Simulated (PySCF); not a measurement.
F2H5NSi2.

```xyz
10

Si     1.0059     0.4042     0.0000
F      1.4073    -0.4977     1.3122
F      1.4073    -0.4977    -1.3122
Si    -1.3432     0.6159     0.0000
N     -2.1413    -0.9454     0.0000
H      1.9067     1.6079     0.0000
H     -1.7658     1.3690    -1.2323
H     -1.7658     1.3690     1.2323
H     -1.9984    -1.5253     0.8334
H     -1.9984    -1.5253    -0.8334
```
Charge 0, spin multiplicity 1.

Coordinates come from a PBE-D3(BJ)/def2-SVP optimisation. The structure was generated by enumeration, and PubChem lists no compound with its InChIKey, so it may never have been made. The values are those of a single conformer.

The numbers are results of HF/pcSseg-1 run with PySCF, not measurements. Non-relativistic, no solvent.

Computed absolute GIAO shielding of each atom: isotropic value and principal components (ppm):
| atom | σ(iso) | σ11 | σ22 | σ33 | span |
|---|---|---|---|---|---|
| Si1 | 394.6 | 339.6 | 375.2 | 468.8 | 129.1 |
| F2 | 370.8 | 278.3 | 390.8 | 443.1 | 164.8 |
| F3 | 370.8 | 278.3 | 390.8 | 443.1 | 164.8 |
| Si4 | 443.1 | 409.9 | 420.8 | 498.5 | 88.7 |
| N5 | 277.0 | 241.1 | 266.2 | 323.5 | 82.4 |
| H6 | 26.8 | 23.7 | 24.2 | 32.4 | 8.7 |
| H7 | 27.3 | 24.1 | 25.7 | 32.0 | 7.9 |
| H8 | 27.3 | 24.1 | 25.7 | 32.0 | 7.9 |
| H9 | 31.4 | 23.8 | 27.0 | 43.2 | 19.4 |
| H10 | 31.4 | 23.8 | 27.0 | 43.2 | 19.4 |
